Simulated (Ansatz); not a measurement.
Species: C$_{3}$H$_{6}$Se, SMILES `C=CC[SeH]` (C–C–C–Se torsion -115°, C–C–Se–H torsion 57°) (charge 0, multiplicity 1).

### Question
Give a relaxed geometry from B3LYP-D3(BJ)/def2-TZVP (Ansatz, a program for electronic structure).

### Answer
Several could match; the one computed here: the end point of this relaxation, one of several conformers (outside a Z-matrix the atoms follow the SMILES, hydrogens last).
Z-matrix (Å, degrees):
```
C
C 1 1.3283
H 2 1.0819 1 121.53
H 2 1.0842 3 116.96 1 -179.99
H 1 1.0854 2 119.93 3 0.79
C 1 1.4845 5 116.02 2 -178.86
H 6 1.0873 1 112.28 5 -174.26
H 6 1.0904 7 108.88 1 -124.55
Se 6 1.9917 7 108.36 8 -111.13
H 9 1.4715 6 94.31 7 -67.68
```
